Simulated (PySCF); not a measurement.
**Correlation energy of Ga⁺ (gallium, charge +1)**

[Ar] 3d10 4s2, closed-shell 1S. Computed with PySCF 2.14 in cc-pVDZ-PP with ECP10MDF (4s3p2d, 23 functions), with scalar relativity through the core potential. Frozen: 3s2 3p6 3d10; 2 electrons correlated.

Total MP2 correlation energy: -23.09 mhartree.

Same-spin part 0.00 and opposite-spin part -23.09 mhartree; SCS-MP2 scales them by 1/3 and 6/5 to -27.71 mhartree.

With two correlated electrons CCSD is exact within the correlated space (frozen core and kept virtual orbitals).

```csv
level,correlation energy (mhartree)
CCSD,-35.25
```

Diagnostics: T1 = 0.0038, D1 = 0.0054, largest double amplitude 0.097.

Cost of the coupled-cluster step: 0.05 s of wall time on 1 thread of Neoverse-V1 (shared host), for 2 correlated electrons.

Iterations:

```
CC2 = 0
CCSD nocc = 1, nmo = 14
frozen orbitals [0, 1, 2, 3, 4, 5, 6, 7, 8]
max_cycle = 100
direct = 0
conv_tol = 1e-08
conv_tol_normt = 1e-06
diis_space = 8
diis_start_cycle = 0
Init t2, MP2 energy = -258.111196599687  E_corr(MP2) -0.0230932660686787
Init E_corr(CCSD) = -0.0230932660686849
cycle = 1  E_corr(CCSD) = -0.0306551863374467  dE = -0.00756192027  norm(t1,t2) = 0.0454498
cycle = 2  E_corr(CCSD) = -0.033372319711409  dE = -0.00271713337  norm(t1,t2) = 0.0190861
cycle = 3  E_corr(CCSD) = -0.0352837359779202  dE = -0.00191141627  norm(t1,t2) = 0.00848473
cycle = 4  E_corr(CCSD) = -0.0352533301792356  dE = 3.04057987e-05  norm(t1,t2) = 0.000401226
cycle = 5  E_corr(CCSD) = -0.0352558008018956  dE = -2.47062266e-06  norm(t1,t2) = 3.62173e-05
cycle = 6  E_corr(CCSD) = -0.035253444831921  dE = 2.35596997e-06  norm(t1,t2) = 8.06272e-06
cycle = 7  E_corr(CCSD) = -0.0352541100301096  dE = -6.65198189e-07  norm(t1,t2) = 2.44007e-06
cycle = 8  E_corr(CCSD) = -0.0352539890683922  dE = 1.20961717e-07  norm(t1,t2) = 5.30295e-07
cycle = 9  E_corr(CCSD) = -0.0352539879823661  dE = 1.08602603e-09  norm(t1,t2) = 8.78133e-09
CCSD converged
E(CCSD) = -258.123357321601  E_corr = -0.03525398798236613
```
